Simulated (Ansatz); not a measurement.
Isolated molecules relaxed with PBE0-D4/def2-TZVP in Ansatz; ΔE leaves out vibrations. CBS: MP2 limit from def2 TZ/QZ plus the TZ coupled-cluster correction, frozen cores. This one scheme is used for every species. DFT in def2-TZVPP. One conformer a species, not always the lowest.

Consider the formal exchange of groups at the Al–C bond: `[OH][AlH][C]#CS` + propane → `C[CH](C)[AlH][OH]` + `C#CS`.

```
            species  PBE0 energy (Eh)
  `[OH][AlH][C]#CS`        -793.51657
              `CCC`        -119.03104
`C[CH](C)[AlH][OH]`        -437.18034
             `C#CS`        -475.32956
```

Task: Work out ΔE.

Result: ΔE = (-437.18034) + (-475.32956) − (-793.51657) − (-119.03104) = 0.03771 Eh = +99.0 kJ/mol. CCSD(T)/CBS gives +97.5 kJ/mol.

Largest T1 diagnostic among the species: 0.014.

The D4 term adds −5.3 kJ/mol with B3LYP and −2.9 kJ/mol with PBE0; it sums over pairs of atoms, weighted by their polarisabilities, and B3LYP, whose exchange is more repulsive, gets the larger term. Leaving LDA and LC-ωPBE aside and taking each functional with its dispersion term where it has one, the values, not all of them listed here, spread over 14.1 kJ/mol, from PBE-D4 to B97M-V. LDA lies −8.7 kJ/mol from PBE without D4. In def2-TZVPP, CCSD(T) changes the Hartree–Fock value by −14.9 kJ/mol (the triples alone add −0.6 kJ/mol) and MP2 by −13.7 kJ/mol.

B3LYP here is the variant with VWN-RPA as its local correlation; programs differ in this.
